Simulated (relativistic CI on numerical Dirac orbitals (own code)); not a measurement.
## Mn2+ in a cubic cluster: 2p photoemission with charge transfer

Computed with a charge-transfer multiplet model of a cubic metal-ligand cluster with up to one ligand hole, Slater and spin-orbit integrals from Dirac-Coulomb-Breit ions, Slater integrals scaled by 0.9. The ground state mixes d5 with configurations of k ligand holes L, whose averages lie at kΔ + k(k − 1)U_dd/2; a core hole lowers each added d electron by U_cd. 20 K, Lorentzian 0.6 eV and Gaussian 0.8 eV FWHM.

Atomic integrals in eV (Slater integrals scaled, ζ unscaled), ground: F2dd 9.229, F4dd 5.732, zeta_d 0.037; with the core hole: F2dd 10.932, F4dd 6.843, zeta_d 0.060, zeta_core 6.788, F2cd 6.321, G1cd 4.735, G3cd 2.690.

Cluster parameters (eV): Δ = 7.3, U_dd = 6.5, U_cd = 8, 10Dq = 0.8, 10Dq(ligand) = 0.2, final-state hopping factor = 1.

```tsv
Case	n_d	d5	d6L	S
V(eg) = 0.45 eV, V(t2g) = -0.23 eV	5.01	0.99	0.01	2.50
V(eg) = 0.75 eV, V(t2g) = -0.38 eV	5.02	0.98	0.02	2.50
V(eg) = 1.35 eV, V(t2g) = -0.68 eV	5.04	0.96	0.04	2.50
```

Weights, n_d and S are thermal averages at 20 K. Binding energies count from the first peak over 30 % of the highest in each spectrum, which can be another peak from case to case. The parameters are a model scan and need not match a compound or its usual spin state. Peaks in eV (height, largest 100):
- V(eg) = 0.45 eV, V(t2g) = -0.23 eV: 0.0 (100), 1.3 (83), 6.7 (18), 12.6 (41), 13.8 (51), 17.0 (6)
- V(eg) = 0.75 eV, V(t2g) = -0.38 eV: 0.0 (100), 1.3 (82), 6.6 (18), 12.4 (41), 13.7 (47), 17.2 (9)
- V(eg) = 1.35 eV, V(t2g) = -0.68 eV: 0.0 (100), 1.2 (82), 5.7 (24), 6.9 (20), 12.4 (44), 13.5 (47), 16.7 (11), 18.4 (9)

Curve for V(eg) = 0.75 eV, V(t2g) = -0.38 eV (points under 2 left out, the grid thinned):

```json
{"E (eV)": "-3.4", "Intensity": "2.0"}
{"E (eV)": "-2.9", "Intensity": "2.7"}
{"E (eV)": "-2.3", "Intensity": "4.0"}
{"E (eV)": "-1.8", "Intensity": "6.3"}
{"E (eV)": "-1.3", "Intensity": "12.0"}
{"E (eV)": "-0.7", "Intensity": "40.2"}
{"E (eV)": "-0.2", "Intensity": "91.1"}
{"E (eV)": "0.4", "Intensity": "82.2"}
{"E (eV)": "0.9", "Intensity": "72.8"}
{"E (eV)": "1.4", "Intensity": "80.7"}
{"E (eV)": "2.0", "Intensity": "65.7"}
{"E (eV)": "2.5", "Intensity": "60.1"}
{"E (eV)": "3.0", "Intensity": "42.3"}
{"E (eV)": "3.6", "Intensity": "25.9"}
{"E (eV)": "4.1", "Intensity": "22.6"}
{"E (eV)": "4.6", "Intensity": "20.3"}
{"E (eV)": "5.2", "Intensity": "15.1"}
{"E (eV)": "5.7", "Intensity": "13.7"}
{"E (eV)": "6.3", "Intensity": "16.8"}
{"E (eV)": "6.8", "Intensity": "17.1"}
{"E (eV)": "7.3", "Intensity": "14.6"}
{"E (eV)": "7.9", "Intensity": "12.9"}
{"E (eV)": "8.4", "Intensity": "11.1"}
{"E (eV)": "8.9", "Intensity": "9.4"}
{"E (eV)": "9.5", "Intensity": "8.6"}
{"E (eV)": "10.0", "Intensity": "8.3"}
{"E (eV)": "10.5", "Intensity": "9.0"}
{"E (eV)": "11.1", "Intensity": "13.9"}
{"E (eV)": "11.6", "Intensity": "24.7"}
{"E (eV)": "12.2", "Intensity": "39.7"}
{"E (eV)": "12.7", "Intensity": "39.6"}
{"E (eV)": "13.2", "Intensity": "42.1"}
{"E (eV)": "13.8", "Intensity": "46.6"}
{"E (eV)": "14.3", "Intensity": "33.5"}
{"E (eV)": "14.8", "Intensity": "19.9"}
{"E (eV)": "15.4", "Intensity": "14.1"}
{"E (eV)": "15.9", "Intensity": "11.7"}
{"E (eV)": "16.4", "Intensity": "9.0"}
{"E (eV)": "17.0", "Intensity": "8.5"}
{"E (eV)": "17.5", "Intensity": "8.0"}
{"E (eV)": "18.1", "Intensity": "5.7"}
{"E (eV)": "18.6", "Intensity": "4.0"}
{"E (eV)": "19.1", "Intensity": "3.0"}
{"E (eV)": "19.7", "Intensity": "2.4"}
{"E (eV)": "20.2", "Intensity": "2.0"}
```

For the case V(eg) = 1.35 eV, V(t2g) = -0.68 eV, Δ = 7.3 eV is larger than U_dd = 6.5 eV, the Mott-Hubbard side of the Zaanen-Sawatzky-Allen scheme. With the core hole the average of the configuration with one ligand hole lies at Δ − U_cd = -0.7 eV before mixing: the effective hopping of about 2.2 eV (from the holes of the mixed ground state) is comparable with this gap or larger, so the configurations mix strongly.

With at most 1 ligand hole the space is cut while the next configuration still counts, so covalency is underestimated, and a final configuration with one more ligand hole, which can lie low, is missing from the spectra.
